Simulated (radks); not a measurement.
Values are calculated unless marked as measured or tabulated.
Species: F. Configuration: 2s2 2p5 3s2 (not the ground configuration). Code: a radial shooting solver on a logarithmic mesh with Libxc functionals. Model: scalar-relativistic Kohn-Sham, MS2 meta-GGA, spin-polarised, spherical densities, finite nucleus; open shells are filled with parallel spins first; meta-GGA in the generalised Kohn-Sham scheme; Fermi nuclear charge, rms radius 2.8976 fm.

Unscreened Slater integrals over Kohn-Sham orbitals (eV). They are taken over the spin-up orbitals.

integral     value
F0(3s,3s)   7.0583
F0(3s,2p)   9.3719
G1(3s,2p)  0.44320
F0(3s,2s)   9.3145
G0(3s,2s)  0.36343
F0(2p,2p)   33.606
F2(2p,2p)   15.440
F0(2p,2s)   31.453
G1(2p,2s)   18.313
F0(2s,2s)   30.051

Derived for the open shells (J is the average intra-shell exchange parameter used in DFT+U). 2p: J = F2/5 = 3.088 eV.
